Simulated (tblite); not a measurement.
Species: C₄H₆OSi.
Numbering: `[OH:1][C:2]1=[CH:3][CH:4]=[CH:5][SiH2:6]1` (hydrogens: H7 on O1; H8 on C3; H9 on C4; H10 on C5; H11, H12 on Si6)

Geometry (GFN2-xTB, Å), atoms numbered from 1 in this order:
```xyz
12
C4H6OSi angstrom
O      2.2899    0.6492   -0.2994
C      0.9672    0.3603   -0.1490
C      0.0055    1.2864   -0.3141
C     -1.3472    0.8093   -0.1161
C     -1.5100   -0.4843    0.2075
Si     0.1678   -1.3087    0.3047
H      2.8205   -0.1377   -0.1416
H      0.2004    2.3147   -0.5744
H     -2.1693    1.5021   -0.2341
H     -2.4803   -0.9212    0.3722
H      0.6007   -1.7502    1.6328
H      0.4561   -2.3206   -0.7147
```

Calculated harmonic vibrations of the isolated species, GFN2-xTB (tblite), most abundant isotopes, no scaling. The method is semi-empirical: single wavenumbers can be off by several per cent or more. Modes of hydrogen on silicon can be 10 to 20 % off. One conformer, not necessarily the lowest.

Harmonic wavenumbers (cm⁻¹): 177.4, 302.0, 315.0, 349.7, 395.5, 437.6, 507.1, 556.6, 601.1, 621.3, 683.7, 734.1, 767.6, 829.6, 845.6, 908.2, 1033.3, 1107.4, 1154.4, 1232.3, 1268.9, 1330.4, 1535.9, 1622.4, 2240.3, 2246.9, 3056.5, 3094.0, 3100.2, 3553.2.

A = 4708, B = 2965, C = 1859 MHz; mass 98.019 u (most abundant isotopes); point group Cs, symmetry number 1.

**Question.** Zero-point energy?

**Answer.** ½Σν̃ = 18304 cm⁻¹ = 218.97 kJ/mol.

**Question.** Give the ideal-gas entropy at 298.15 K and 1 bar in the rigid-rotor, harmonic-oscillator model (classical rotation).

**Answer.** Translation 166.04, rotation 112.62, vibration 49.10: S = 327.8 J/(mol K).

**Question.** And Cp and H(298.15 K) − H(0)?

**Answer.** Cp = 114.71 J/(mol K), of which vibrations give 81.45 (their classical limit is 30 R = 249.4); H(298.15 K) − H(0) = 19.62 kJ/mol without the zero-point energy, 9.71 from vibrations.

**Question.** What must be added to the electronic energy to get the Gibbs energy at 298.15 K and 1 bar?

**Answer.** ZPE + [H(298.15 K) − H(0)] − T·S = 218.97 + 19.62 − 97.72 = 140.87 kJ/mol.

**Question.** Which modes carry the vibrational entropy at 298.15 K?

**Answer.** 177.4 cm⁻¹: 9.86; 302.0 cm⁻¹: 5.88; 315.0 cm⁻¹: 5.59; 349.7 cm⁻¹: 4.88; 395.5 cm⁻¹: 4.10; 437.6 cm⁻¹: 3.49 J/(mol K); the other 24 give 15.30 together.

Hindered rotation and anharmonicity are outside this model. Other conformers, if any are populated, would add a mixing term that is left out.
